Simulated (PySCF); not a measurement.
**Computed structure and properties of [La3]−**

System: [La3]− (singlet); start: template (D∞h). Method: PySCF 2.14.0, RKS BP86, La def2-SVP with ECP46; non-relativistic Hamiltonian with scalar-relativistic core potentials where named; density fitting; no spin-orbit coupling.

Input of the relaxation:

```python
mol = gto.M(atom='''
La     0.00000     0.00000     3.30000
La     0.00000     0.00000     0.00000
La     0.00000     0.00000    -3.30000''',
    basis={'La': 'def2-SVP'},
    ecp={'La': 'def2-SVP'},
    charge=-1, spin=0)
mf = dft.RKS(mol, xc='B88,P86')
mf.grids.atom_grid = (50, 194)  # f atoms: unpruned, at least (60, 302)
mf = mf.density_fit()  # fitting sets: La def2-universal-JKFIT
mf.conv_tol = 1e-08; mf.max_cycle = 55
mf.kernel(dm0)  # dm0: converged density of the start geometry
# quasi-Newton relaxation in Cartesian coordinates to a largest gradient under 0.00045 Eh/bohr, steps kept in the point group
```

Run from Python with OMP_NUM_THREADS=2; the lines above give its settings. Where DIIS fails, smearing, a level shift and second-order steps follow.
It took 19 s on 2 threads of Arm Neoverse V1 (shared host), from the converged density of the start.

Course of the relaxation:

| step | energy above end (eV) | largest force component within the symmetry (eV/Å) |
| --- | --- | --- |
| 0 | 0.3949 | 1.084 |
| 1 | 0.2773 | 0.962 |
| 2 | 0.0000 | 0.009 |
| 3 | 0.0000 | 0.004 |

Relaxed geometry (D∞h):

```xyz
3

La    0.0000    0.0000    2.9900
La    0.0000    0.0000    0.0000
La    0.0000    0.0000   -2.9900
```

```tsv
contact	Å
La2–La1	2.990
La3–La2	2.990
La3–La1	5.980
```

On the finer grid (75, 302):

- HOMO: 0.20 eV
- LUMO: 0.52 eV
- Dipole about the centre of mass: 0.00 D
- Set of Mulliken populations of La1 outside the core potential: s 3.65, p 6.13, d 1.65, f 0.02
- D3(BJ) dispersion energy (not in the energies): -0.569 eV

| atom | Mulliken (e) | Löwdin (e) | spin (e) |
| --- | --- | --- | --- |
| La1 | -0.45 | -0.13 | 0.00 |
| La2 | -0.11 | -0.75 | 0.00 |
| La3 | -0.45 | -0.13 | 0.00 |

The gap is small, and the closed shell wasn't tested for a lower spin-broken solution. The highest filled level lies above zero, as often for anions with such functionals and bases; it isn't the detachment energy.

On the grid (50, 194), as all that follows. Harmonic modes: a minimum within the noise of the softest modes; lowest 31 cm⁻¹ (negative: unstable), highest 169 cm⁻¹, zero-point energy 0.021 eV.

One start shape was tried, so this needn't be the lowest isomer.
